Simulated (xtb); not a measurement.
C6H17N2Si, doublet, geometry from GFN2-xTB; GFN2-xTB with ALPB(acetone) (xtb).

Here is a job for xtb.
```
$ xtb mol.xyz --gfn 2 --uhf 1 --alpb acetone --json

# file mol.xyz
26

C      0.25366984     1.53643358     1.62336986
Si     0.10184553     0.57715978     0.05179822
C      0.26386120     1.72617897    -1.45996569
N     -1.41665354    -0.27679414    -0.11924646
C     -2.59400151     0.37539461    -0.62058099
C     -1.73362300    -1.36142921     0.77178281
N      1.25984090    -0.71239725     0.10144041
C      2.55517453    -0.51112143     0.69150995
C      1.27171034    -1.74932415    -0.89911921
H      0.00927422     2.58337380     1.67580067
H      0.29825445     1.05028802     2.58349626
H     -0.35857494     2.61015670    -1.37187057
H     -0.00167767     1.22099954    -2.38376509
H      1.29036193     2.06528291    -1.55661148
H     -3.22054656    -0.34765693    -1.15245346
H     -2.31392423     1.16790131    -1.30631951
H     -3.19623104     0.80910193     0.18839840
H     -0.81325810    -1.79744963     1.14639509
H     -2.30320628    -2.12830908     0.23725211
H     -2.33871686    -1.02340860     1.62202806
H      2.48515752     0.25852465     1.45509535
H      3.30062962    -0.19612082    -0.05086734
H      2.90697925    -1.44157892     1.14832838
H      1.57720845    -2.69924582    -0.44744605
H      1.97345564    -1.52206732    -1.71246483
H      0.27591702    -1.86248333    -1.31750929
```

It wrote (shortened):

```
   ID    Z sym.   atoms
    1    6 C      1, 3, 5, 6, 8, 9
    2   14 Si     2
    3    7 N      4, 7
    4    1 H      10-26

           -------------------------------------------------
          |                Calculation Setup                |
           -------------------------------------------------

           -------------------------------------------------
          |                 G F N 2 - x T B                 |
           -------------------------------------------------

      * Solvation model:               ALPB
        Solvent                        acetone
        Parameter file                 internal GFN2-xTB/ALPB
        Dielectric constant                2.0700E+01
        Reference state                gsolv [1 M gas/solution]
        Free energy shift                  5.9241E-03 Eh       3.7175E+00 kcal/mol
        Temperature                        2.9815E+02 K
        Density                            7.9000E-01 kg/L
        Solvent mass                       5.8080E+01 g/mol
        Interaction kernel             P16
        Born radius scaling (c1)           1.8274E+00
        Born radii integrator          GBOBC
        Born offset                        0.0000E+00 a0       0.0000E+00 AA
        H-bond correction              true
        Ion screening                  false
        Surface tension                    1.0000E-05 Eh       1.5569E+01 dyn/cm
        Grid points                               230 per atom

          ...................................................
          :                      SETUP                      :
          :.................................................:
          :  # basis functions                  59          :
          :  # atomic orbitals                  58          :
          :  # shells                           36          :
          :  # electrons                        55          :
          :  max. iterations                   250          :
          :  Hamiltonian                  GFN2-xTB          :
          :  restarted?                      false          :
          :  GBSA solvation                   true          :
          :  PC potential                    false          :
          :  electronic temp.          300.0000000     K    :
          :  accuracy                    1.0000000          :
          :  -> integral cutoff          0.2500000E+02      :
          :  -> integral neglect         0.1000000E-07      :
          :  -> SCF convergence          0.1000000E-05 Eh   :
          :  -> wf. convergence          0.1000000E-03 e    :
          :  Broyden damping             0.4000000          :
          :  net charge                          0          :
          :  unpaired electrons                  1          :
          ...................................................

 iter      E             dE          RMSdq      gap      omega  full diag
   1    -29.3520927 -0.293521E+02  0.351E+00    6.32       0.0  T
   2    -29.4088201 -0.567274E-01  0.313E+00    4.77       1.0  T
   3    -29.4349120 -0.260919E-01  0.180E+00    5.73       1.0  T
   4    -29.4334111  0.150084E-02  0.805E-01    5.40       1.0  T
   5    -29.4358095 -0.239836E-02  0.474E-01    5.62       1.0  T
   6    -29.4357772  0.323090E-04  0.338E-01    5.59       1.0  T
   7    -29.4366084 -0.831229E-03  0.153E-01    5.62       1.0  T
   8    -29.4366816 -0.731722E-04  0.822E-02    5.71       1.0  T
   9    -29.4367901 -0.108524E-03  0.182E-02    5.69       1.1  T
  10    -29.4367903 -0.221057E-06  0.991E-03    5.69       2.0  T
  11    -29.4367904 -0.111776E-06  0.399E-03    5.69       4.9  T
  12    -29.4367907 -0.228593E-06  0.155E-03    5.69      12.7  T
  13    -29.4367907  0.466475E-08  0.978E-04    5.69      20.0  T
  14    -29.4367907 -0.104895E-07  0.272E-04    5.69      72.1  T

   *** convergence criteria satisfied after 14 iterations ***

         :::::::::::::::::::::::::::::::::::::::::::::::::::::
         ::                     SUMMARY                     ::
         :::::::::::::::::::::::::::::::::::::::::::::::::::::
         :: total energy             -29.042034438190 Eh    ::
         :: total w/o Gsasa/hb       -29.029356086237 Eh    ::
         :: gradient norm              0.002051503523 Eh/a0 ::
         :: HOMO-LUMO gap              5.687299476490 eV    ::
         ::.................................................::
         :: SCC energy               -29.436510409454 Eh    ::
         :: -> isotropic ES            0.032856189164 Eh    ::
         :: -> anisotropic ES          0.010708816500 Eh    ::
         :: -> anisotropic XC          0.017635697066 Eh    ::
         :: -> dispersion             -0.020910847615 Eh    ::
         :: -> Gsolv                  -0.012876555667 Eh    ::
         ::    -> Gelec               -0.000198203714 Eh    ::
         ::    -> Gsasa               -0.018245167954 Eh    ::
         ::    -> Ghb                 -0.000357325263 Eh    ::
         ::    -> Gshift               0.005924141264 Eh    ::
         :: repulsion energy           0.394475971264 Eh    ::
         :: add. restraining           0.000000000000 Eh    ::
         :: total charge               0.000000000004 e     ::
         :::::::::::::::::::::::::::::::::::::::::::::::::::::

           -------------------------------------------------
          |                Property Printout                |
           -------------------------------------------------

    * Orbital Energies and Occupations

         #    Occupation            Energy/Eh            Energy/eV
      -------------------------------------------------------------
         1        2.0000           -0.7320314             -19.9196
       ...           ...                  ...                  ...
        16        2.0000           -0.4646420             -12.6436
        17        2.0000           -0.4599301             -12.5153
        18        2.0000           -0.4566153             -12.4251
[...]
        27        1.9999           -0.3360743              -9.1450
        28        1.0001           -0.3186081              -8.6698 (HOMO)
        29                         -0.1096037              -2.9825 (LUMO)
        30                         -0.1058012              -2.8790
        31                         -0.0825338              -2.2459
        32                          0.0191088               0.5200
        33                          0.0377067               1.0261
        34                          0.0548316               1.4920
        35                          0.1020213               2.7761
        36                          0.1324344               3.6037
        37                          0.1501690               4.0863
        38                          0.1513956               4.1197
        39                          0.1570422               4.2733
       ...                                ...                  ...
        58                          0.6588735              17.9289
      -------------------------------------------------------------
                  HL-Gap            0.2090044 Eh            5.6873 eV
             Fermi-level           -0.2707235 Eh           -7.3668 eV

     #   Z          covCN         q      C6AA      α(0)
     1   6 C        2.733    -0.208    33.485     9.474
     2  14 Si       3.551     0.513    98.696    19.135
     3   6 C        3.649    -0.203    24.885     7.166
     4   7 N        2.635    -0.231    26.073     7.584
     5   6 C        3.734    -0.038    21.348     6.594
     6   6 C        3.742    -0.042    21.397     6.600
     7   7 N        2.636    -0.256    26.652     7.667
     8   6 C        3.743    -0.036    21.290     6.583
     9   6 C        3.738    -0.034    21.271     6.581
    10   1 H        0.926     0.042     2.420     2.433
    11   1 H        0.926     0.044     2.393     2.419
    12   1 H        0.925     0.016     2.789     2.612
    13   1 H        0.925     0.027     2.635     2.538
    14   1 H        0.925     0.018     2.760     2.598
    15   1 H        0.924     0.040     2.449     2.447
    16   1 H        0.925     0.040     2.454     2.450
    17   1 H        0.924     0.023     2.695     2.567
    18   1 H        0.925     0.050     2.323     2.384
    19   1 H        0.924     0.039     2.465     2.455
    20   1 H        0.924     0.025     2.656     2.549
    21   1 H        0.925     0.037     2.486     2.466
    22   1 H        0.923     0.014     2.832     2.632
    23   1 H        0.924     0.030     2.582     2.513
    24   1 H        0.924     0.028     2.615     2.529
    25   1 H        0.923     0.017     2.785     2.610
    26   1 H        0.925     0.046     2.369     2.407

 Mol. C6AA /au·bohr⁶  :       5823.545010
 Mol. C8AA /au·bohr⁸  :     145594.561234
 Mol. α(0) /au        :        119.991458

Wiberg/Mayer (AO) data.
largest (>0.10) Wiberg bond orders for each atom

 ---------------------------------------------------------------------------
     #   Z sym  total        # sym  WBO       # sym  WBO       # sym  WBO
 ---------------------------------------------------------------------------
     1   6 C    3.359 --     2 Si   1.072    10 H    0.988    11 H    0.984
                             4 N    0.159
     2  14 Si   3.903 --     1 C    1.072     7 N    1.010     4 N    0.975
                             3 C    0.849
     3   6 C    3.977 --    14 H    0.997    12 H    0.997    13 H    0.991
                             2 Si   0.849
     4   7 N    3.342 --     5 C    1.045     6 C    1.040     2 Si   0.975
                             1 C    0.159
     5   6 C    3.985 --     4 N    1.045    16 H    0.989    17 H    0.974
                            15 H    0.973
     6   6 C    3.983 --     4 N    1.040    18 H    0.988    20 H    0.975
                            19 H    0.973
     7   7 N    3.284 --     8 C    1.044     9 C    1.037     2 Si   1.010
     8   6 C    3.987 --     7 N    1.044    21 H    0.986    23 H    0.978
                            22 H    0.976
     9   6 C    3.986 --     7 N    1.037    26 H    0.986    25 H    0.977
                            24 H    0.977
    10   1 H    0.998 --     1 C    0.988
    11   1 H    0.998 --     1 C    0.984
    12   1 H    1.000 --     3 C    0.997
    13   1 H    0.999 --     3 C    0.991
    14   1 H    1.000 --     3 C    0.997
    15   1 H    0.998 --     5 C    0.973
    16   1 H    0.998 --     5 C    0.989
    17   1 H    0.999 --     5 C    0.974
    18   1 H    0.998 --     6 C    0.988
    19   1 H    0.998 --     6 C    0.973
    20   1 H    0.999 --     6 C    0.975
    21   1 H    0.999 --     8 C    0.986
    22   1 H    1.000 --     8 C    0.976
    23   1 H    0.999 --     8 C    0.978
    24   1 H    0.999 --     9 C    0.977
    25   1 H    1.000 --     9 C    0.977
    26   1 H    0.998 --     9 C    0.986
 ---------------------------------------------------------------------------

Topologies differ in total number of bonds
Writing topology from bond orders to xtbtopo.mol

molecular dipole:
                 x           y           z       tot (Debye)
 q only:       -0.278      -0.205       0.104
   full:       -0.358      -0.192      -0.082       1.053
molecular quadrupole (traceless):
                xx          xy          yy          xz          yz          zz
 q only:        1.213       0.021      -0.296       0.707       0.470      -0.916
  q+dip:        0.653      -0.618      -0.618      -0.861       0.565      -0.036
   full:        2.394      -0.852      -0.964      -0.655      -0.221      -1.430

           -------------------------------------------------
          | TOTAL ENERGY              -29.042034438190 Eh   |
          | GRADIENT NORM               0.002051503523 Eh/α |
          | HOMO-LUMO GAP               5.687299476490 eV   |
           -------------------------------------------------

normal termination of xtb
```
